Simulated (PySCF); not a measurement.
**Electronic structure of Tl (thallium, neutral) at the UHF level**

Configuration: [Xe] 4f14 5d10 6s2 6p1, 2P determinant. All numbers are calculated (PySCF 2.14, scalar relativity by spin-free X2C-1e, in aug-cc-pVTZ-DK3).

* Total energy: -20241.742585 hartree
* One-electron energy: -27723.2884 hartree
* Hartree (Coulomb) energy: 7862.8742 hartree
* Exchange energy: -381.3283 hartree
* ⟨S²⟩: 0.7593
* ⟨L²⟩: 2.026
* Sum of ⟨r⟩: 48.35 bohr
* Sum of ⟨r²⟩: 71.24 bohr²
* Traceless quadrupole moment −½Σ⟨3z² − r²⟩ along its main axis: -7.12 e·bohr²
* Langevin diamagnetic susceptibility: -56.4 ×10⁻⁶ cm³/mol

```
shell  electrons  mean orbital energy (eV)  spread (eV)  rms radius, mean of both spins (bohr)
 1s α          1                  -85970.8            0                                 0.0184
 1s β          1                  -85970.8            0                                 0.0184
 2s β          1                  -15463.3            0                                 0.0742
 2s α          1                  -15463.3            0                                 0.0742
 2p α          3                  -13363.9        0.003                                 0.0684
 2p β          3                  -13363.9        0.018                                 0.0684
 3s α          1                   -3762.4            0                                  0.189
 3s β          1                   -3762.4            0                                  0.189
 3p α          3                   -3145.5        0.013                                  0.192
 3p β          3                   -3145.5        0.058                                  0.192
 3d β          5                   -2473.6        0.047                                  0.176
 3d α          5                   -2473.6        0.039                                  0.176
 4s α          1                   -878.25            0                                  0.416
 4s β          1                   -878.25            0                                  0.416
 4p α          3                   -671.60        0.049                                  0.443
 4p β          3                   -671.59        0.130                                  0.443
 4d β          5                   -418.18        0.125                                  0.471
 4d α          5                   -418.18        0.105                                  0.471
 5s α          1                   -152.80            0                                  0.942
 5s β          1                   -152.79            0                                  0.942
 4f β          7                   -138.77        0.146                                  0.510
 4f α          7                   -138.77        0.124                                  0.510
 5p β          3                   -93.697        0.301                                   1.08
 5p α          3                   -93.695        0.128                                   1.08
 5d α          5                   -22.926        0.281                                   1.48
 5d β          5                   -22.874        0.412                                   1.48
 6s α          1                   -12.876            0                                   2.77
 6s β          1                   -11.514            0                                   2.77
 6p α          1                    -5.217            0                                   4.13
```

Spin-orbit coupling, absent here, splits the open shell strongly.

Densities and radii are taken from the X2C orbitals without a picture-change correction, which distorts them close to the nucleus.

Spin-orbit constants ζ (cm⁻¹) from the X2C one-electron operator on these orbitals: bare nucleus, nucleus screened by l(l+1)(2l+1)/3 electrons, and screened by the Breit-Pauli mean field of the electrons.

```csv
shell,bare,screened nucleus,mean field
2p,10280000,10030000,n/a
3p,2310000,2253000,n/a
3d,355200,311400,n/a
4p,557000,543200,n/a
4d,76260,66850,n/a
4f,15880,10390,n/a
5p,93840,91530,n/a
5d,7955,6973,n/a
6p,4395,4286,n/a
```

To first order the Landé constant is A = 4286 cm⁻¹, so the lowest level has J = 1/2 and lies 0.531 eV below the centre of the term. First order in ζ underestimates the shift of the j = l − 1/2 level at high Z.
